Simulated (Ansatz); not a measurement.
Program: Ansatz. Geometries: PBE0-D4/def2-TZVP. ΔE: electronic, gas phase. CCSD(T)/CBS adds triple-zeta CCSD(T) − MP2 to the extrapolated MP2 energy (def2 sets, frozen cores). This one scheme is used for every species. Functionals use def2-TZVPP. Each species was taken in one conformer, which may not be the lowest.

Reaction (formal exchange of groups at the Si–C bond): `C[SiH2]P` + silanol → `O[SiH2][SiH2]P` + CH₄

CCSD(T)/CBS gives -5.9 kJ/mol.

Problem. Another level gave -1.8 kJ/mol. Which?
A. PBE0-D4/def2-TZVPP
B. PBE-D4/def2-TZVPP
C. ωB97X-V/def2-TZVPP
D. ωB97M-V/def2-TZVPP

Solution. D. ωB97M-V -1.8, PBE-D4 -20.5, ωB97X-V -6.7, PBE0-D4 -16.0 kJ/mol.

Largest T1 diagnostic among the species: 0.013.

From PBE to PBE0 (25 % exact exchange), in def2-TZVPP and without D4, ΔE moves by +4.5 kJ/mol. In def2-TZVPP, CCSD(T) changes the Hartree–Fock value by −10.7 kJ/mol (the triples alone add −2.0 kJ/mol) and MP2 by −5.6 kJ/mol. The D4 term adds −4.9 kJ/mol with B3LYP and −3.0 kJ/mol with PBE0; it sums over pairs of atoms, weighted by their polarisabilities, and B3LYP, whose exchange is more repulsive, gets the larger term.

B3LYP here is the variant with VWN-RPA as its local correlation; programs differ in this.
